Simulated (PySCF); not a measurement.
C$_{2}$H$_{5}$O$_{2}$ (SMILES [O]CCO), doublet, geometry from GFN2-xTB; SVWN5/STO-3G run with PySCF.

The PySCF input:
```python
from pyscf import gto, scf, dft

mol = gto.Mole()
mol.atom = '''
    O     1.418045   -0.014869    0.725216
    C     0.839682   -0.327337   -0.393728
    C    -0.760296   -0.438107   -0.183920
    O    -1.327442    0.778304    0.086944
    H     0.979204    0.409820   -1.214570
    H     1.088606   -1.350541   -0.748511
    H    -0.936806   -1.079162    0.679755
    H    -1.144424   -0.892227   -1.105899
    H    -1.187717    1.397299   -0.642170
'''
mol.basis = 'sto-3g'
mol.charge = 0
mol.spin = 1
mol.verbose = 4
mol.build()

mf = dft.UKS(mol)
mf.xc = 'lda,vwn'
mf.level_shift = 1.0
mf.max_cycle = 100
mf.kernel()
```

Write the output that PySCF gives for this input, abridged.


```
PySCF version 2.14.0

[INPUT] verbose = 4
[INPUT] num. atoms = 9
[INPUT] num. electrons = 33
[INPUT] charge = 0
[INPUT] spin (= nelec alpha-beta = 2S) = 1
[INPUT] symmetry False subgroup None
[INPUT] Mole.unit = angstrom
[INPUT] Symbol           X                Y                Z      unit          X                Y                Z       unit  Magmom
[...]
nuclear repulsion = 124.490194143326
number of shells = 17
number of NR pGTOs = 75
number of NR cGTOs = 25
basis = sto-3g
ecp = {}

******** <class 'pyscf.dft.uks.UKS'> ********
method = UKS
initial guess = minao
damping factor = 0
level_shift factor = 1.0
DIIS = <class 'pyscf.scf.diis.CDIIS'>
diis_start_cycle = 1
diis_space = 8
diis_damp = 0
SCF conv_tol = 1e-09
SCF conv_tol_grad = None
SCF max_cycles = 100
direct_scf = True
direct_scf_tol = 1e-13
number electrons alpha = 17  beta = 16
XC library pyscf.dft.libxc version 7.1.2
    S. Lehtola, C. Steigemann, M. J. T. Oliveira, and M. A. L. Marques,  SoftwareX 7, 1–5 (2018)
XC functionals = lda,vwn
    P. A. M. Dirac,  Math. Proc. Cambridge Philos. Soc. 26, 376 (1930)
    F. Bloch,  Z. Phys. 57, 545 (1929)
    S. H. Vosko, L. Wilk, and M. Nusair,  Can. J. Phys. 58, 1200 (1980)
radial grids:
    Treutler-Ahlrichs [JCP 102, 346 (1995); DOI:10.1063/1.469408] (M4) radial grids

becke partition: Becke, JCP 88, 2547 (1988); DOI:10.1063/1.454033
pruning grids: <function nwchem_prune>
grids dens level: 3
symmetrized grids: False
atomic radii adjust function: <function treutler_atomic_radii_adjust>
small_rho_cutoff = 0
Set gradient conv threshold to 3.16228e-05
tot grids = 105440
init E= -225.112771993263

cycle= 1 E= -224.203754369923  delta_E= 0.909  |g|= 0.736  |ddm|=  2.6
cycle= 2 E= -224.610510396133  delta_E= -0.407  |g|= 0.183  |ddm|= 1.03
cycle= 3 E= -224.636090189826  delta_E= -0.0256  |g|= 0.104  |ddm|= 0.19
cycle= 4 E= -224.645343103677  delta_E= -0.00925  |g|= 0.0642  |ddm|= 0.112
cycle= 5 E= -224.649862797731  delta_E= -0.00452  |g|= 0.043  |ddm|= 0.0763
cycle= 6 E= -224.652105745731  delta_E= -0.00224  |g|= 0.034  |ddm|= 0.0574
cycle= 7 E= -224.653443349258  delta_E= -0.00134  |g|= 0.0286  |ddm|= 0.0406
cycle= 8 E= -224.654290286753  delta_E= -0.000847  |g|= 0.0242  |ddm|= 0.0312
cycle= 9 E= -224.654855083074  delta_E= -0.000565  |g|= 0.0201  |ddm|= 0.024
cycle= 10 E= -224.655204933087  delta_E= -0.00035  |g|= 0.0174  |ddm|= 0.0189
cycle= 11 E= -224.655436168605  delta_E= -0.000231  |g|= 0.0153  |ddm|= 0.0151
[...]
cycle= 72 E= -224.65609174946  delta_E= -6.34e-07  |g|= 0.000755  |ddm|= 0.000828
cycle= 73 E= -224.656092316908  delta_E= -5.67e-07  |g|= 0.000781  |ddm|= 0.000811
cycle= 74 E= -224.656092915949  delta_E= -5.99e-07  |g|= 0.000786  |ddm|= 0.000798
cycle= 75 E= -224.656093456199  delta_E= -5.4e-07  |g|= 0.00081  |ddm|= 0.000783
cycle= 76 E= -224.656094349124  delta_E= -8.93e-07  |g|= 0.000682  |ddm|= 0.00104
cycle= 77 E= -224.656094820954  delta_E= -4.72e-07  |g|= 0.000739  |ddm|= 0.000837
cycle= 78 E= -224.656095526175  delta_E= -7.05e-07  |g|= 0.000701  |ddm|= 0.000865
cycle= 79 E= -224.656096158708  delta_E= -6.33e-07  |g|= 0.000688  |ddm|= 0.000834
cycle= 80 E= -224.656096400088  delta_E= -2.41e-07  |g|= 0.000829  |ddm|= 0.000957
cycle= 81 E= -224.65609717398  delta_E= -7.74e-07  |g|= 0.000741  |ddm|= 0.000901
cycle= 82 E= -224.656097716653  delta_E= -5.43e-07  |g|= 0.000743  |ddm|= 0.000767
cycle= 83 E= -224.656098089832  delta_E= -3.73e-07  |g|= 0.000814  |ddm|= 0.000769
cycle= 84 E= -224.656098975448  delta_E= -8.86e-07  |g|= 0.000659  |ddm|= 0.00105
cycle= 85 E= -224.656099516138  delta_E= -5.41e-07  |g|= 0.000664  |ddm|= 0.000768
cycle= 86 E= -224.656099820273  delta_E= -3.04e-07  |g|= 0.000763  |ddm|= 0.000829
cycle= 87 E= -224.656100346933  delta_E= -5.27e-07  |g|= 0.000756  |ddm|= 0.000729
cycle= 88 E= -224.656100526708  delta_E= -1.8e-07  |g|= 0.000882  |ddm|= 0.00081
cycle= 89 E= -224.656101432215  delta_E= -9.06e-07  |g|= 0.000704  |ddm|= 0.00104
cycle= 90 E= -224.656101902718  delta_E= -4.71e-07  |g|= 0.000718  |ddm|= 0.000721
cycle= 91 E= -224.656101989527  delta_E= -8.68e-08  |g|= 0.000885  |ddm|= 0.00088
cycle= 92 E= -224.656102294984  delta_E= -3.05e-07  |g|= 0.000934  |ddm|= 0.000657
cycle= 93 E= -224.65610321967  delta_E= -9.25e-07  |g|= 0.000734  |ddm|= 0.00103
cycle= 94 E= -224.656103710853  delta_E= -4.91e-07  |g|= 0.00073  |ddm|= 0.000707
cycle= 95 E= -224.656104229943  delta_E= -5.19e-07  |g|= 0.000705  |ddm|= 0.000711
cycle= 96 E= -224.656104760048  delta_E= -5.3e-07  |g|= 0.000673  |ddm|= 0.00072
cycle= 97 E= -224.656105297323  delta_E= -5.37e-07  |g|= 0.000645  |ddm|= 0.000741
cycle= 98 E= -224.656105694652  delta_E= -3.97e-07  |g|= 0.000671  |ddm|= 0.000686
cycle= 99 E= -224.656106079167  delta_E= -3.85e-07  |g|= 0.000698  |ddm|= 0.000671
cycle= 100 E= -224.656106575267  delta_E= -4.96e-07  |g|= 0.000669  |ddm|= 0.000693
SCF not converged.
SCF energy = -224.656106575267 after 100 cycles  <S^2> = 0.75126632  2S+1 = 2.0012659
```

The run did not converge; its last values are not results.
